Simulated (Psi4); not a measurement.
Computed with SAPT0/jun-cc-pVDZ, frozen core (Psi4).

Psi4 input:

```
molecule {
0 1
O -1.15971652 0.00072412 0.00000000
C -0.00000150 0.00000012 0.00000000
O 1.15971802 -0.00072424 -0.00000000
--
0 1
O 2.99848002 -3.09489618 4.31505960
C 2.94270357 -2.09482578 3.73888188
S 2.86729821 -0.74281920 2.95994084
units angstrom
symmetry c1
no_reorient
no_com
}
set basis jun-cc-pvdz
set scf_type df
set freeze_core true
energy('sapt0')
```

Part of the output:

```
    SAPT Results
  --------------------------------------------------------------------------------------------------------
    Electrostatics                 -0.65185405 [mEh]      -0.40904459 [kcal/mol]      -1.71144257 [kJ/mol]
      Elst10,r                     -0.65185405 [mEh]      -0.40904459 [kcal/mol]      -1.71144257 [kJ/mol]

    Exchange                        1.36525434 [mEh]       0.85671003 [kcal/mol]       3.58447479 [kJ/mol]
      Exch10                        1.36525434 [mEh]       0.85671003 [kcal/mol]       3.58447479 [kJ/mol]
      Exch10(S^2)                   1.36363486 [mEh]       0.85569379 [kcal/mol]       3.58022283 [kJ/mol]

    Induction                      -0.12814121 [mEh]      -0.08040982 [kcal/mol]      -0.33643469 [kJ/mol]
      Ind20,r                      -0.49504220 [mEh]      -0.31064367 [kcal/mol]      -1.29973313 [kJ/mol]
      Exch-Ind20,r                  0.45541515 [mEh]       0.28577732 [kcal/mol]       1.19569231 [kJ/mol]
      delta HF,r (2)               -0.08851415 [mEh]      -0.05554347 [kcal/mol]      -0.23239388 [kJ/mol]

    Dispersion                     -1.03089907 [mEh]      -0.64689893 [kcal/mol]      -2.70662514 [kJ/mol]
      Disp20                       -1.13000282 [mEh]      -0.70908747 [kcal/mol]      -2.96682199 [kJ/mol]
      Exch-Disp20                   0.09910375 [mEh]       0.06218854 [kcal/mol]       0.26019685 [kJ/mol]
      Disp20 (SS)                  -0.56500141 [mEh]      -0.35454374 [kcal/mol]      -1.48341099 [kJ/mol]
      Disp20 (OS)                  -0.56500141 [mEh]      -0.35454374 [kcal/mol]      -1.48341099 [kJ/mol]
      Exch-Disp20 (SS)              0.04932208 [mEh]       0.03095007 [kcal/mol]       0.12949509 [kJ/mol]
      Exch-Disp20 (OS)              0.04978167 [mEh]       0.03123847 [kcal/mol]       0.13070176 [kJ/mol]

  Total HF                          0.58525909 [mEh]       0.36725562 [kcal/mol]       1.53659752 [kJ/mol]
  Total SAPT0                      -0.44563998 [mEh]      -0.27964331 [kcal/mol]      -1.17002762 [kJ/mol]
```
